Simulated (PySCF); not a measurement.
Start geometry of `C#CC#CCCC=C` from GFN2-xTB (Å):
```
atom  x, y, z in Å
C1     4.9315    0.7477   -0.6837
C2     3.7942    0.4425   -0.4313
C3     2.5129    0.0946   -0.1403
C4     1.3851   -0.2279    0.1436
C5     0.0245   -0.5975    0.4524
C6    -0.9600   -0.0448   -0.5943
C7    -2.3590   -0.4601   -0.2710
C8    -3.3404    0.3768    0.0073
H9     5.9223    1.0120   -0.9003
H10   -0.0504   -1.6894    0.4884
H11   -0.2385   -0.2068    1.4408
H12   -0.6812   -0.4322   -1.5788
H13   -0.8883    1.0443   -0.6232
H14   -2.5346   -1.5290   -0.2622
H15   -4.3341    0.0342    0.2411
H16   -3.1916    1.4447    0.0067
```

Question: What comes out of this run: PBE0-D3(BJ)/def2-SVP geometry optimisation, gas phase in PySCF?

Answer: 
```
atom  x, y, z in Å
C1     5.064    0.708   -0.665
C2     3.920    0.393   -0.395
C3     2.631    0.039   -0.091
C4     1.488   -0.282    0.187
C5     0.115   -0.643    0.490
C6    -0.897   -0.099   -0.532
C7    -2.298   -0.510   -0.208
C8    -3.299    0.326    0.070
H9     6.074    0.985   -0.903
H10    0.036   -1.744    0.543
H11   -0.145   -0.273    1.497
H12   -0.618   -0.474   -1.531
H13   -0.821    0.999   -0.574
H14   -2.492   -1.591   -0.195
H15   -4.303   -0.038    0.300
H16   -3.151    1.411    0.070
```

The energy falls by 7.1 kJ/mol over 5 energy and gradient evaluations, the largest force component goes from 0.0206 to 2.0e-04 Eh/bohr, and the atoms move by 0.039 Å rms after alignment. The bond that changes most is C1–H9 (terminal alkyne carbon to alkyne hydrogen), which lengthens by 0.026 Å. Bonds longer at the end by more than 0.005 Å: 13 of 15; shorter: 0. Among the angles that change most is H10–C5–H11, from 108.0° to 105.9°. Rotational constants go from 12938, 613.3, 600.7 to 12907, 599.5, 587.3 MHz. The orientation of the end geometry is arbitrary; only internal coordinates are fixed.

The run used 152 basis functions and 35 SCF cycles in all. The run took about 60 s of CPU time (one thread, shared machine).

PBE0-D3(BJ)/def2-SVP frequencies: not computed here. The numbers are those of one conformer.
